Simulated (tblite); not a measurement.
Record of a relaxation.

Species: C6H7BOS2.
Numbering: `[BH:1]1[S:2][CH2:3][C@H:4]([c:5]2[cH:6][cH:7][cH:8][o:9]2)[S:10]1` (hydrogens: H11 on B1; H12, H13 on C3; H14 on C4; H15 on C6; H16 on C7; H17 on C8)

Computed with GFN2-xTB (tblite), gas phase: L-BFGS steps from a force-field or distance-geometry start until the largest atomic force falls under 0.01 eV/Å. 10 of its 85 geometries are shown.

Step 0: E = -767.4262 eV, largest atomic force 4.485 eV/Å
```
atom  x, y, z in Å  |  force x, y, z in eV/Å
B1     -3.386    1.038    0.320    2.159  -1.402   0.243
S2     -3.092   -0.769    0.711   -1.915   0.653   0.235
C3     -1.374   -1.046    0.295    0.092  -1.377  -1.053
C4     -0.791    0.155   -0.386    1.281  -0.942  -0.359
C5      0.674    0.131   -0.055    0.701   0.101  -3.856
C6      1.668   -0.046   -1.029   -0.310   0.181   0.656
C7      2.869    0.011   -0.311    1.213  -0.047   0.473
C8      2.552    0.217    1.036    1.400  -0.498  -2.782
O9      1.253    0.269    1.083   -1.943   0.682   3.984
S10    -1.631    1.647    0.056   -1.736   1.903   0.080
H11    -4.412    1.623    0.356    0.739  -0.349   0.060
H12    -1.378   -1.865   -0.482   -0.068   0.348   0.906
H13    -0.722   -1.379    1.108   -0.663   0.098   0.318
H14    -0.861   -0.008   -1.486    0.011   0.521   0.477
H15     1.548   -0.184   -2.089   -0.008   0.023   0.255
H16     3.876   -0.092   -0.720   -0.599   0.072   0.221
H17     3.200    0.309    1.882   -0.355   0.035   0.140
```

Step 9: E = -768.4737 eV, largest atomic force 0.251 eV/Å
```
atom  x, y, z in Å  |  force x, y, z in eV/Å
B1     -3.216    0.937    0.372   -0.175   0.180   0.009
S2     -3.182   -0.803    0.675   -0.113   0.048  -0.123
C3     -1.417   -1.068    0.269   -0.030   0.017   0.062
C4     -0.768    0.143   -0.396    0.113  -0.089  -0.041
C5      0.693    0.179   -0.133    0.046  -0.019  -0.024
C6      1.694   -0.012   -1.042    0.061  -0.027  -0.023
C7      2.905    0.009   -0.313    0.050   0.041   0.049
C8      2.551    0.207    0.985   -0.119   0.085   0.088
O9      1.214    0.309    1.106    0.013  -0.035  -0.091
S10    -1.673    1.720   -0.016   -0.044   0.018   0.129
H11    -4.220    1.536    0.404    0.175  -0.032   0.164
H12    -1.410   -1.913   -0.413    0.130  -0.157  -0.069
H13    -0.900   -1.351    1.184    0.004   0.090   0.124
H14    -0.883    0.085   -1.479   -0.009  -0.136  -0.140
H15     1.571   -0.172   -2.092    0.038   0.052  -0.044
H16     3.897   -0.099   -0.704   -0.046  -0.015   0.022
H17     3.136    0.305    1.882   -0.092  -0.020  -0.093
```

Step 19: E = -768.5893 eV, largest atomic force 0.141 eV/Å
```
atom  x, y, z in Å  |  force x, y, z in eV/Å
B1     -3.171    0.953    0.430   -0.062   0.042   0.008
S2     -3.247   -0.820    0.424    0.045   0.044  -0.035
C3     -1.436   -1.083    0.258   -0.006  -0.006   0.077
C4     -0.773    0.077   -0.466    0.001   0.072  -0.019
C5      0.688    0.142   -0.221    0.038  -0.044  -0.011
C6      1.732    0.001   -1.091    0.054  -0.057   0.004
C7      2.910    0.043   -0.307   -0.013  -0.002   0.075
C8      2.492    0.232    0.974   -0.014  -0.031   0.049
O9      1.152    0.296    1.036    0.032  -0.118   0.002
S10    -1.603    1.675    0.032   -0.054  -0.040  -0.003
H11    -4.107    1.607    0.667    0.096  -0.059  -0.018
H12    -1.282   -2.016   -0.280   -0.018  -0.037  -0.064
H13    -1.047   -1.197    1.268    0.058   0.071   0.103
H14    -0.931   -0.016   -1.541   -0.065   0.075  -0.100
H15     1.674   -0.116   -2.152   -0.031  -0.043  -0.031
H16     3.919   -0.088   -0.643   -0.065   0.109  -0.011
H17     3.025    0.322    1.900    0.005   0.024  -0.027
```

Step 28: E = -768.6032 eV, largest atomic force 0.075 eV/Å
```
atom  x, y, z in Å  |  force x, y, z in eV/Å
B1     -3.162    0.953    0.431   -0.006   0.008   0.015
S2     -3.245   -0.822    0.398    0.014   0.073   0.010
C3     -1.434   -1.075    0.262   -0.022  -0.011   0.006
C4     -0.775    0.074   -0.481   -0.034   0.036   0.008
C5      0.686    0.106   -0.233    0.006   0.010  -0.017
C6      1.738   -0.017   -1.094    0.008   0.003  -0.012
C7      2.908    0.047   -0.301   -0.010   0.016   0.006
C8      2.478    0.213    0.978    0.020   0.007  -0.001
O9      1.137    0.244    1.032    0.027  -0.016  -0.010
S10    -1.592    1.675    0.038   -0.022  -0.051   0.021
H11    -4.088    1.607    0.691    0.028  -0.019  -0.029
H12    -1.268   -2.018   -0.257    0.006  -0.024   0.005
H13    -1.045   -1.145    1.279   -0.003   0.000   0.008
H14    -0.956    0.004   -1.556    0.017  -0.023  -0.016
H15     1.683   -0.136   -2.156    0.001  -0.011  -0.030
H16     3.921   -0.026   -0.641   -0.022   0.028   0.013
H17     3.009    0.328    1.901   -0.010  -0.025   0.024
```

Step 37: E = -768.6051 eV, largest atomic force 0.033 eV/Å
```
atom  x, y, z in Å  |  force x, y, z in eV/Å
B1     -3.158    0.957    0.436    0.002   0.000  -0.024
S2     -3.247   -0.815    0.402    0.001   0.026   0.006
C3     -1.436   -1.076    0.265    0.000  -0.009   0.005
C4     -0.775    0.069   -0.484   -0.018  -0.005   0.006
C5      0.687    0.100   -0.240   -0.009  -0.016   0.000
C6      1.741   -0.012   -1.101   -0.008   0.000   0.007
C7      2.908    0.059   -0.302    0.000   0.006  -0.006
C8      2.474    0.209    0.978    0.010   0.006  -0.005
O9      1.134    0.231    1.026    0.005  -0.012  -0.001
S10    -1.583    1.670    0.045   -0.009  -0.021  -0.014
H11    -4.086    1.613    0.680    0.017   0.002   0.001
H12    -1.272   -2.025   -0.244    0.000   0.001   0.001
H13    -1.048   -1.138    1.284    0.002  -0.003   0.002
H14    -0.956   -0.003   -1.560   -0.015  -0.003   0.009
H15     1.688   -0.140   -2.162    0.008   0.031   0.006
H16     3.922    0.007   -0.641    0.005  -0.001   0.002
H17     2.999    0.309    1.907    0.009  -0.002   0.004
```

Step 47: E = -768.6089 eV, largest atomic force 0.065 eV/Å
```
atom  x, y, z in Å  |  force x, y, z in eV/Å
B1     -3.146    0.976    0.409    0.016  -0.002   0.032
S2     -3.256   -0.796    0.437    0.022   0.050  -0.018
C3     -1.449   -1.088    0.292    0.033  -0.006   0.004
C4     -0.776    0.035   -0.480   -0.020  -0.036  -0.009
C5      0.689    0.066   -0.246   -0.034  -0.009   0.002
C6      1.747    0.019   -1.110   -0.042   0.018   0.030
C7      2.909    0.098   -0.306    0.004  -0.012  -0.032
C8      2.474    0.187    0.978    0.005  -0.024  -0.027
O9      1.134    0.164    1.026   -0.011  -0.004  -0.012
S10    -1.559    1.661    0.017   -0.025  -0.043  -0.020
H11    -4.062    1.654    0.637   -0.004  -0.009  -0.005
H12    -1.306   -2.047   -0.206   -0.004   0.027   0.001
H13    -1.052   -1.148    1.307   -0.012   0.019   0.010
H14    -0.978   -0.055   -1.551    0.058  -0.003  -0.006
H15     1.704   -0.066   -2.178   -0.014   0.025   0.058
H16     3.923    0.089   -0.646    0.037   0.002  -0.002
H17     2.997    0.262    1.911   -0.010   0.008  -0.004
```

Step 56: E = -768.6139 eV, largest atomic force 0.044 eV/Å
```
atom  x, y, z in Å  |  force x, y, z in eV/Å
B1     -3.124    1.003    0.391   -0.011  -0.012  -0.038
S2     -3.266   -0.764    0.472    0.023   0.018   0.011
C3     -1.467   -1.100    0.326    0.034   0.008  -0.016
C4     -0.773   -0.017   -0.482   -0.002   0.002  -0.013
C5      0.689    0.020   -0.242   -0.007  -0.009  -0.017
C6      1.741    0.067   -1.112   -0.012   0.036   0.016
C7      2.908    0.145   -0.314   -0.004   0.005   0.007
C8      2.477    0.144    0.976   -0.002  -0.024   0.008
O9      1.139    0.062    1.030   -0.018   0.030  -0.009
S10    -1.534    1.641   -0.053   -0.024  -0.011   0.001
H11    -4.033    1.700    0.586    0.014  -0.001   0.020
H12    -1.351   -2.073   -0.149    0.006   0.004   0.020
H13    -1.062   -1.137    1.339   -0.026   0.003  -0.008
H14    -0.958   -0.138   -1.553   -0.003  -0.010   0.002
H15     1.690    0.059   -2.182   -0.005  -0.017   0.024
H16     3.920    0.197   -0.655    0.005   0.004  -0.013
H17     2.996    0.202    1.911    0.035  -0.027   0.005
```

Step 65: E = -768.6158 eV, largest atomic force 0.025 eV/Å
```
atom  x, y, z in Å  |  force x, y, z in eV/Å
B1     -3.119    1.012    0.366   -0.002  -0.003   0.012
S2     -3.268   -0.751    0.491    0.010   0.000  -0.004
C3     -1.472   -1.101    0.342    0.006   0.004   0.007
C4     -0.771   -0.040   -0.488    0.003  -0.009   0.007
C5      0.689    0.008   -0.238   -0.002  -0.019  -0.013
C6      1.736    0.102   -1.109   -0.005   0.000  -0.009
C7      2.905    0.172   -0.314   -0.004  -0.002  -0.003
C8      2.480    0.118    0.976   -0.002  -0.006   0.002
O9      1.143    0.016    1.034   -0.008   0.009  -0.011
S10    -1.529    1.631   -0.102   -0.018   0.016  -0.008
H11    -4.014    1.723    0.572   -0.008  -0.006  -0.009
H12    -1.367   -2.087   -0.110    0.013   0.015   0.001
H13    -1.069   -1.121    1.356   -0.003   0.006   0.003
H14    -0.949   -0.186   -1.557    0.000   0.002   0.015
H15     1.679    0.116   -2.178    0.005   0.012  -0.005
H16     3.913    0.256   -0.661    0.011  -0.007   0.004
H17     3.008    0.144    1.908    0.004  -0.011   0.010
```

Step 75: E = -768.6172 eV, largest atomic force 0.039 eV/Å
```
atom  x, y, z in Å  |  force x, y, z in eV/Å
B1     -3.127    1.011    0.354    0.004   0.000  -0.006
S2     -3.262   -0.750    0.507   -0.006  -0.006  -0.001
C3     -1.463   -1.089    0.360   -0.020  -0.016   0.014
C4     -0.772   -0.038   -0.490   -0.002  -0.035   0.009
C5      0.689    0.012   -0.243   -0.008  -0.009  -0.006
C6      1.737    0.123   -1.111   -0.013   0.029  -0.008
C7      2.906    0.175   -0.315   -0.017   0.001  -0.004
C8      2.480    0.093    0.974    0.003  -0.031   0.002
O9      1.143   -0.009    1.029   -0.004   0.020  -0.008
S10    -1.545    1.634   -0.139    0.006   0.011   0.013
H11    -4.028    1.718    0.551    0.003  -0.006  -0.011
H12    -1.349   -2.080   -0.077    0.001  -0.008  -0.004
H13    -1.064   -1.095    1.375    0.024   0.031  -0.003
H14    -0.954   -0.210   -1.554    0.011   0.020   0.001
H15     1.677    0.166   -2.179    0.013   0.003  -0.004
H16     3.916    0.267   -0.659   -0.010  -0.013   0.004
H17     3.008    0.086    1.906    0.013   0.008   0.011
```

Step 84: E = -768.6183 eV, largest atomic force 0.010 eV/Å
```
atom  x, y, z in Å  |  force x, y, z in eV/Å
B1     -3.134    1.006    0.342    0.000  -0.001   0.000
S2     -3.256   -0.755    0.518   -0.003  -0.002  -0.006
C3     -1.456   -1.081    0.375   -0.007   0.001   0.003
C4     -0.774   -0.037   -0.491    0.000  -0.004   0.000
C5      0.687    0.019   -0.247    0.000  -0.004  -0.001
C6      1.735    0.145   -1.114   -0.002  -0.002   0.002
C7      2.904    0.173   -0.316   -0.001   0.000   0.000
C8      2.478    0.068    0.971    0.007  -0.004  -0.003
O9      1.141   -0.026    1.024    0.006   0.005  -0.005
S10    -1.554    1.635   -0.152    0.001   0.004   0.006
H11    -4.041    1.706    0.527    0.001   0.002  -0.007
H12    -1.334   -2.078   -0.045    0.008   0.002   0.001
H13    -1.050   -1.059    1.387   -0.002  -0.002   0.003
H14    -0.957   -0.215   -1.554   -0.004   0.001  -0.003
H15     1.681    0.207   -2.181   -0.007   0.002   0.007
H16     3.915    0.260   -0.658   -0.002   0.002   0.000
H17     3.006    0.045    1.903    0.005   0.001   0.002
```

Question: Summarise the path.

Answer: The energy falls by 1.1921 eV from step 0 to step 84; nine tenths of that is first reached at step 12. It falls at every step. The largest force goes from 4.485 to 0.010 eV/Å. Among the bonds C4–S10 changes most (a near tie, within 0.001 Å, with another), from 1.769 to 1.876 Å; the atoms move by 0.314 Å rms after alignment.

Question: Follow the three bonds and two angles with the largest change from start to end.

Answer: 
```csv
step,E above end (eV),largest force (eV/Å),C4–S10 (Å),B1–S10 (Å),B1–S2 (Å),S2–B1–S10 (°),C4–C5–O9 (°)
0,1.1921,4.485,1.769,1.877,1.873,101.3,129.3
4,0.2754,0.762,1.920,1.769,1.765,114.8,123.5
7,0.1630,0.349,1.860,1.772,1.771,117.1,122.9
11,0.1245,0.281,1.867,1.773,1.764,116.9,122.9
15,0.0619,0.369,1.865,1.769,1.772,116.3,120.5
18,0.0338,0.189,1.865,1.772,1.774,116.5,119.9
22,0.0218,0.118,1.868,1.768,1.773,116.0,119.6
26,0.0166,0.075,1.870,1.771,1.776,116.2,119.3
29,0.0146,0.047,1.870,1.772,1.776,116.3,119.2
33,0.0139,0.035,1.868,1.770,1.774,116.3,119.1
37,0.0132,0.033,1.870,1.772,1.775,116.2,118.9
40,0.0126,0.051,1.868,1.771,1.774,116.1,118.8
44,0.0110,0.055,1.872,1.770,1.775,116.3,118.6
47,0.0094,0.065,1.872,1.772,1.776,116.4,118.4
51,0.0066,0.049,1.873,1.770,1.773,116.2,118.3
55,0.0049,0.046,1.876,1.771,1.775,116.2,118.8
58,0.0038,0.059,1.873,1.770,1.773,116.2,119.0
62,0.0028,0.035,1.877,1.769,1.774,116.2,119.2
66,0.0023,0.027,1.874,1.769,1.773,116.2,119.4
69,0.0020,0.020,1.876,1.769,1.774,116.3,119.3
73,0.0015,0.034,1.876,1.770,1.774,116.2,119.1
77,0.0006,0.033,1.876,1.770,1.773,116.2,119.2
80,0.0002,0.022,1.877,1.770,1.774,116.2,119.0
84,0.0000,0.010,1.876,1.770,1.773,116.3,119.0
```

What follows is the cost of the whole relaxation. The run took 0.59 s wall on one thread of an Arm Neoverse V2, shared host with 32 logical CPUs at a one-minute load of 18.
